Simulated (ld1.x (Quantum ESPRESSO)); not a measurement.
## Ce (Z = 58): variants of one PAW potential

Base potential:

* Element: cerium (Ce)
* Generator: ld1.x (Quantum ESPRESSO) 7.5
* Type: PAW
* Functional: LDA (PZ)
* Relativity: scalar-relativistic
* Frozen core: [Kr] 4d10
* Valence charge: 12
* Reference configuration: 4f1 5s2 5p6 5d1 6s1 6p0 (charge +1)
* Partial waves: 5s (bound): rcut 2.15, rcutus 2.65 bohr; 6s (bound): rcut 2.15, rcutus 2.65 bohr; 5p (bound): rcut 2.65, rcutus 3.45 bohr; 6p (bound, empty): rcut 2.65, rcutus 3.45 bohr; 5d (bound): rcut 2.55, rcutus 3.55 bohr; 5d channel at -0.05 Ry: rcut 2.55, rcutus 3.55 bohr; 4f (bound): rcut 1.45, rcutus 1.70 bohr; 4f channel at -0.3 Ry: rcut 1.45, rcutus 1.70 bohr
* Local potential: all-electron potential smoothed inside 2.35 bohr (lloc = -1)
* Core correction: Bessel-smoothed model core, default radius (core density twice the valence density)
* Augmentation charge: BESSEL, radius 1.40 bohr

Cutoffs, loose and tight: the cutoffs (Ry, on a coarse ladder) from which the occupation-weighted sum of valence levels, in a spherical-Bessel basis at the reference potential, stays within 10 and 1 mRy of its value at 400 Ry. They do not see the model core or the augmentation charge, which bear on the density cutoff. Test errors are all-electron minus pseudo excitation energies from the reference, over the configurations 4f1 5s2 5p6 5d1 6s2 6p0; 4f1 5s2 5p6 5d1 6s0 6p0; 4f1 5s2 5p6 5d0 6s0 6p0; 4f2 5s2 5p6 5d1 6s0 6p0; 4f1 5s2 5p6 5d0 6s2 6p0; 4f1 5s2 5p6 5d0 6s2 6p1; 4f0 5s2 5p6 5d2 6s2 6p0 (two spin-polarised tests are not counted in the largest error). A dash means not determined; rows that change the core or the reference have their own tests. The largest error is taken over the tests solved by every variant that gives reliable tests at all: 4f1 5s2 5p6 5d0 6s0 6p0; 4f1 5s2 5p6 5d1 6s0 6p0; 4f1 5s2 5p6 5d1 6s2 6p0.

Cutoffs are not given where the Bessel-basis levels miss the radial ones by over 6 mRy, ghosts where they miss by over 20 mRy; a channel whose overlap is not positive is not tested.

A file whose overlap is not positive is unfit for use, and its test errors describe a broken file.

```tsv
change	outcome	bound ghosts	largest test error (meV)
base	generated, overlap not positive	not determined (overlap not positive)	-5.4
waves 4f (bound): rcut 1.02, rcutus 1.08 bohr; 4f channel at -0.3 Ry: rcut 1.02, rcutus 1.08 bohr	generated, overlap not positive	not determined (overlap not positive)	-5.5
waves 4f (bound): rcut 1.18, rcutus 1.26 bohr; 4f channel at -0.3 Ry: rcut 1.18, rcutus 1.26 bohr	generated, overlap not positive	not determined (overlap not positive)	-5.5
waves 4f (bound): rcut 1.38, rcutus 1.46 bohr; 4f channel at -0.3 Ry: rcut 1.38, rcutus 1.46 bohr	generated, overlap not positive	not determined (overlap not positive)	-5.4
waves 4f (bound): rcut 1.45, rcutus 1.68 bohr; 4f channel at -0.3 Ry: rcut 1.45, rcutus 1.68 bohr	generated, overlap not positive	not determined (overlap not positive)	-5.4
waves 4f (bound): rcut 1.45, rcutus 1.84 bohr; 4f channel at -0.3 Ry: rcut 1.45, rcutus 1.84 bohr	generated, overlap not positive	not determined (overlap not positive)	-5.4
waves 4f (bound): rcut 1.45, rcutus 2.00 bohr; 4f channel at -0.3 Ry: rcut 1.45, rcutus 2.00 bohr	generated, overlap not positive	not determined (overlap not positive)	-5.5
waves 4f (bound): rcut 1.45, rcutus 2.18 bohr; 4f channel at -0.3 Ry: rcut 1.45, rcutus 2.18 bohr	generated, overlap not positive	not determined (overlap not positive)	-5.6
waves 4f (bound): rcut 1.45, rcutus 2.42 bohr; 4f channel at -0.3 Ry: rcut 1.45, rcutus 2.42 bohr	generated, overlap not positive	not determined (overlap not positive)	-5.9
waves 4f (bound): rcut 1.45, rcutus 2.58 bohr; 4f channel at -0.3 Ry: rcut 1.45, rcutus 2.58 bohr	generated, overlap not positive	not determined (overlap not positive)	-5.4
```
